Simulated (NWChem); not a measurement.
Species: B3N3H5, doublet; SMILES [B]1NBNBN1

Results from NWChem. Pople sets run with spherical d functions. Spin-unrestricted. In the optimisation the excess spin sits in a1 (C2v, its own frame). Geometry: optimised at PBE0/def2-SVP, spin-unrestricted. No frequency run checked for a minimum. No stability test was run on the SCF state.

### Question
What does the run give for PW91/6-31G*? Quantities: highest occupied level (eV); lowest empty minus highest occupied level, either spin (eV); dipole (D); <S²>.

### Answer
```yaml
highest occupied level (eV): -3.96
lowest empty minus highest occupied level, either spin (eV): 2.70
dipole (D): 0.35
"<S²>": 0.753
```
